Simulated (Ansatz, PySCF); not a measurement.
C₃H₁₂N₂Si, SMILES CCN[SiH2]NC. Atoms are numbered in the order given.

```xyz
18

C     -3.1604     0.2873     0.3904
C     -2.1525     0.1925    -0.7494
N     -0.8049     0.5343    -0.3315
Si     0.6449    -0.3594    -0.6185
N      1.6632    -0.1757     0.7653
C      3.1108    -0.1755     0.7810
H     -3.2000     1.3121     0.7970
H     -4.1752     0.0247     0.0504
H     -2.8798    -0.3886     1.2137
H     -2.4929     0.8283    -1.5929
H     -2.1347    -0.8393    -1.1414
H     -0.7149     1.4883     0.0109
H      0.1365    -1.7333    -0.9552
H      1.5332     0.0734    -1.7506
H      1.2421    -0.3303     1.6778
H      3.5123     0.5847     1.4756
H      3.4899     0.0734    -0.2230
H      3.5560    -1.1503     1.0627
```
Charge 0, spin multiplicity 1.

Coordinates come from a r2SCAN-D4/def2-SVP optimisation. One conformer was computed; it need not be the lowest.

Two levels are set side by side: PBE-D3(BJ)/def2-SVP (Ansatz, a quantum-chemistry and plane-wave program) and r2SCAN-D4/def2-SVP (Ansatz). Each level has its own optimised geometry; the coordinates shown are those of the second. Frequencies come from the Hessian of PySCF at each geometry. Differences are taken from unrounded values.

```csv
quantity,r2SCAN-D4
mean bond length (Å),1.280
bond C1–C2 (Å),1.524
bond C2–N3 (Å),1.452
bond N3–Si4 (Å),1.727
bond Si4–N5 (Å),1.728
bond N5–C6 (Å),1.448
bond C1–H7 (Å),1.103
bond C1–H8 (Å),1.102
bond C1–H9 (Å),1.102
bond C2–H10 (Å),1.110
bond C2–H11 (Å),1.104
bond N3–H12 (Å),1.018
bond Si4–H13 (Å),1.503
bond Si4–H14 (Å),1.503
bond N5–H15 (Å),1.017
bond C6–H16 (Å),1.105
bond C6–H17 (Å),1.102
highest harmonic wavenumber (cm⁻¹),3586
mean harmonic wavenumber (cm⁻¹),1410
zero-point energy (kcal/mol),96.77
```

Problem. What does PBE-D3(BJ) give, and how far is it from r2SCAN-D4? (The exact figures need the calculation; the answer reports its results.)

Solution. 
```csv
quantity,PBE-D3(BJ),PBE-D3(BJ) minus r2SCAN-D4
mean bond length (Å),1.287,0.008
bond C1–C2 (Å),1.530,0.006
bond C2–N3 (Å),1.454,0.002
bond N3–Si4 (Å),1.738,0.010
bond Si4–N5 (Å),1.739,0.011
bond N5–C6 (Å),1.450,0.002
bond C1–H7 (Å),1.111,0.008
bond C1–H8 (Å),1.110,0.008
bond C1–H9 (Å),1.109,0.007
bond C2–H10 (Å),1.117,0.008
bond C2–H11 (Å),1.111,0.007
bond N3–H12 (Å),1.024,0.006
bond Si4–H13 (Å),1.515,0.011
bond Si4–H14 (Å),1.514,0.011
bond N5–H15 (Å),1.023,0.007
bond C6–H16 (Å),1.114,0.008
bond C6–H17 (Å),1.110,0.008
highest harmonic wavenumber (cm⁻¹),3508,-78
mean harmonic wavenumber (cm⁻¹),1373,-37
zero-point energy (kcal/mol),94.21,-2.56
```
